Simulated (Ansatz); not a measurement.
The pair A = C3H9Ga (SMILES [CH3][Ga]([CH3])[CH3]) (first 13 atoms), B = C2H6S (SMILES CSC); geometry from B3LYP-D3(BJ)/def2-TZVP.
(charge 0, multiplicity 1):
```xyz
22

C     -1.5103     0.3300     0.5318
Ga     0.3100    -0.2675     1.1328
C      1.8191     1.0387     0.9665
C      0.7047    -2.2305     1.0905
H     -1.5457     0.3011    -0.5609
H     -1.7380     1.3558     0.8295
H     -2.3096    -0.3209     0.8925
H      2.1788     1.0606    -0.0656
H      2.6638     0.7635     1.6011
H      1.5117     2.0550     1.2226
H      0.9532    -2.5371     0.0711
H      1.5559    -2.4857     1.7249
H     -0.1530    -2.8281     1.4071
C     -0.6155     1.6247     3.8813
S      0.0068    -0.0658     3.7113
C     -1.5136    -1.0085     3.9822
H     -0.9563     1.7979     4.9007
H      0.2161     2.2901     3.6585
H     -1.4217     1.8043     3.1728
H     -1.8664    -0.8658     5.0023
H     -1.2660    -2.0567     3.8270
H     -2.2776    -0.7082     3.2679
```

Correlated levels freeze the cores. Filled d and f shells under p-block atoms count as core. MP2 and its Hartree–Fock in def2-TZVPPD are density fitted.

Run with Ansatz (Gaussian basis) for Hartree–Fock, density functionals and correlated methods. 

The counterpoise-corrected interaction energy is E(AB) − E(A in the pair's basis) − E(B in the pair's basis). Total energies (hartree):

```json
[
 {"level": "HF/def2-SVPD", "AB": "-2518.3541879", "A in the pair's basis": "-2041.7613596", "B in the pair's basis": "-476.5806551"},
 {"level": "MP2/def2-SVPD", "AB": "-2519.3554481", "A in the pair's basis": "-2042.2965915", "B in the pair's basis": "-477.0345876"},
 {"level": "HF/def2-TZVPPD", "AB": "-2518.9496957", "A in the pair's basis": "-2042.1370118", "B in the pair's basis": "-476.7999586"},
 {"level": "MP2/def2-TZVPPD", "AB": "-2520.1316639", "A in the pair's basis": "-2042.7624461", "B in the pair's basis": "-477.3418650"},
 {"level": "CCSD(T)/def2-SVPD", "AB": "-2519.4930898", "A in the pair's basis": "-2042.3727943", "B in the pair's basis": "-477.0976067"}
]
```

**Question.** Work out the counterpoise-corrected interaction energy at the basis-set limit: extrapolate the MP2 correlation part as X⁻³, take Hartree–Fock from the larger set, and add the CCSD(T) − MP2 difference of def2-SVPD.

**Answer.** 
1. Differences (1 hartree = 627.509 kcal/mol): HF/def2-SVPD -7.639; MP2/def2-SVPD -15.229; HF/def2-TZVPPD -7.985; MP2/def2-TZVPPD -17.164; CCSD(T)/def2-SVPD -14.237.
2. Correlation parts, MP2 less HF: -7.590 in def2-SVPD (X = 2), -9.179 in def2-TZVPPD (X = 3).
3. Limit (3³·(-9.179) − 2³·(-7.590))/(3³ − 2³) = -9.848; with HF/def2-TZVPPD it gives -17.833.
4. CCSD(T) less MP2 in def2-SVPD: 0.992.
Result: -16.84 kcal/mol, against -15.23 at MP2/def2-SVPD. It is an estimate of this method's limit, not of the exact value.

Ansatz is a quantum-chemistry and plane-wave program.
